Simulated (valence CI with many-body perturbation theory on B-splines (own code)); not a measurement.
Level structure of Sr23+

Level of theory: valence CI with perturbative core correlation (CI+MBPT): five valence electrons over a frozen Dirac-Fock core [Ne], radial functions for each j: 11 s, 11 p, 10 d, 8 f, 5 g, 2 h, with the one-electron correlation potential Σ1, the two-electron term Σ2, the three-electron term Σ3, Breit, model QED; selected CI, second order for the rest, scaled by the run's own slope (own B-spline code, finite nucleus).

No measured levels were compared; by estimate levels of excited configurations hold to 0.05 to 0.15 % of their energy, terms of the ground configuration to about 0.5 %. Among the levels kept, up to 3500 cm⁻¹ of a level comes from second order outside the variational space, and about a tenth of that is noise between levels of different J, which matters for small intervals.

Levels 91 to 135 of 170, with energies above the lowest level, 3s²3p³ ⁴S°_3/2. "Leading %" is the weight of the configuration and term that name the level; weights of strongly mixed levels are sums over their largest components and can fall short, so below about 35 % the name and the second component can differ from the true leading terms, or belong to a minority configuration. Lifetimes count E1, E2, E3, M1 and M2 decay at the calculated energies, and are blank where another channel may lead or the interval is too uncertain; long ones can be off by a factor of two.

```
No.  Configuration  Term     J  E (cm⁻¹)  Leading %      g  Lifetime
 91        3s3p³3d   ⁴D°   1/2   1666800         24  0.840   5.57 ps
 92       3s²3p3d²   ⁴G°   5/2   1669400         59  0.723   13.9 ps
 93        3s3p³3d   ²F°   5/2   1676200         46  1.025   24.5 ps
 94        3s3p³3d   ⁴D°   7/2   1684100         47  1.262   8.31 ps
 95        3s3p³3d   ²G°   9/2   1692700         45  1.159   20.0 ps
 96        3s3p³3d   ⁴D°   5/2   1695900         50  1.252   6.40 ps
 97        3s3p³3d   ⁴D°   3/2   1696500         40  1.048   5.34 ps
 98        3s3p³3d   ²P°   1/2   1702400         43  0.656   6.94 ps
 99       3s²3p3d²   ⁴G°   7/2   1704800         59  1.060   16.0 ps
100        3s3p³3d   ⁴D°   1/2   1718900         55  0.365   5.38 ps
101        3s3p³3d   ²D°   3/2   1719000         32  0.989   7.43 ps
102        3s3p³3d   ²F°   5/2   1735400         43  0.836   7.95 ps
103        3s3p³3d   ²F°   7/2   1738000         39  1.164   15.7 ps
104        3s3p³3d   ⁴D°   3/2   1745400         16  0.995   6.66 ps
105       3s²3p3d²   ²S°   1/2   1745400         30  1.673   6.00 ps
106        3s3p³3d   ²D°   5/2   1745900         47  1.175   6.83 ps
107       3s²3p3d²   ⁴G°   9/2   1747900         71  1.178   16.4 ps
108        3s3p³3d   ²F°   7/2   1762000         47  1.154   5.98 ps
109        3s3p³3d   ²P°   3/2   1767300         25  1.217   4.66 ps
110        3s3p³3d   ²F°   5/2   1775000         30  1.072   6.27 ps
111       3s²3p3d²   ⁴D°   1/2   1777200         66  0.281   7.66 ps
112        3s3p³3d   ²F°   5/2   1789500         24  1.070   5.87 ps
113        3s3p³3d   ²P°   3/2   1792600         41  1.212   7.37 ps
114       3s²3p3d²   ⁴D°   3/2   1801400         35  1.216   9.08 ps
115       3s²3p3d²   ⁴G°  11/2   1806200         93  1.270   21.3 ps
116       3s²3p3d²   ⁴F°   3/2   1810600         60  0.603   4.41 ps
117       3s²3p3d²   ²H°   9/2   1813800         79  0.949   13.8 ps
118       3s²3p3d²   ⁴D°   7/2   1818000         37  1.293   5.62 ps
119       3s²3p3d²   ⁴F°   5/2   1821800         36  1.073   5.56 ps
120       3s²3p3d²   ⁴P°   1/2   1822600         48  1.889   5.29 ps
121       3s²3p3d²   ²F°   5/2   1830900         25  1.119   6.35 ps
122        3s3p³3d   ²F°   7/2   1833000         57  1.205   7.00 ps
123        3s3p³3d   ²D°   5/2   1839500         31  1.194   6.15 ps
124       3s²3p3d²   ⁴P°   3/2   1842900         57  1.579   5.89 ps
125       3s²3p3d²   ²P°   1/2   1850500         26  1.065   4.74 ps
126        3s3p³3d   ²P°   3/2   1862600         31  1.146   5.36 ps
127       3s²3p3d²   ²G°   7/2   1866600         41  1.014   5.59 ps
128       3s²3p3d²   ⁴F°   9/2   1870600         62  1.263   5.33 ps
129        3s3p³3d   ²P°   1/2   1882400         54  0.612   4.96 ps
130        3s3p³3d   ²D°   3/2   1883600         30  1.011   4.36 ps
131       3s²3p3d²   ⁴F°   7/2   1886400         31  1.167   5.56 ps
132       3s²3p3d²   ⁴P°   5/2   1895700         26  1.327   4.97 ps
133       3s²3p3d²   ²F°   7/2   1903200         33  1.258   6.86 ps
134       3s²3p3d²   ⁴P°   5/2   1909000         27  1.298   4.81 ps
135       3s²3p3d²   ²H°  11/2   1917600         97  1.090   15.8 ps
```

Names give the largest LS component (configuration and term), which can be under half, so a name can repeat, a term be missing and a line seem to break the LS rules; names also repeat where a configuration has a term twice.

Where two levels of one J and parity lie close, their mixing, g and order are uncertain.
